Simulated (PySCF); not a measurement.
# [VCl5]2-: what the settings change

[VCl5]2- holds V(III), d2, at total charge -2. The structure is a PBE0-D3(BJ)/def2-TZVP, IEF-PCM water geometry optimised for multiplicity 3; coordination trigonal bipyramidal, point group C3v, metal–donor distances 2.28–2.45 Å.

```
6

V     0.0000    0.0000    0.0000
Cl    0.0000    0.0000    2.3834
Cl    0.0000    0.0000   -2.4485
Cl    2.2789    0.0000   -0.0706
Cl   -1.1394    1.9736   -0.0706
Cl   -1.1394   -1.9736   -0.0706
```

Method (PySCF 2.14, density fitting): CASSCF(2,5) with orbitals averaged over all microstates of the shell, strongly contracted NEVPT2 on the averaged canonical orbitals; basis x2c-TZVPall on the metal, x2c-SVPall elsewhere; spin-free X2C; IEF-PCM water; spin-orbit coupling by state interaction with the mean-field operator over all roots.

Base run: NEVPT2 ground state 3A2, next 3A2 at 4163, then 3A1 at 4187 cm⁻¹, B(CASSCF) 912, ζ 170 cm⁻¹, D 7.51 cm⁻¹, g 1.868 1.869 1.994, μeff(300 K) 2.80 μB.

Task: What happens with the basis x2c-TZVPall on all atoms?

Result: NEVPT2 ground state 3A2, next 3A2 at 4179, then 3A1 at 4193 cm⁻¹, B(CASSCF) 910, ζ 169 cm⁻¹, D 7.55 cm⁻¹, g 1.867 1.867 1.994, μeff(300 K) 2.80 μB.

Task: What happens with orbitals averaged over the highest spin alone?

Result: NEVPT2 ground state 3A2, next 3A2 at 4133, then 3A1 at 4158 cm⁻¹, B(CASSCF) 924, ζ 173 cm⁻¹, D 7.77 cm⁻¹, g 1.865 1.865 1.994, μeff(300 K) 2.80 μB.

Charge-transfer states lie outside this active space and may come lower than some of these levels. NEVPT2 lifts 3A2 from 3406 to 4163 cm⁻¹; on the d shell alone such lifts tend to overshoot. NEVPT2 on the d shell alone tends to put d–d bands too high for such charged or covalently bound ions.
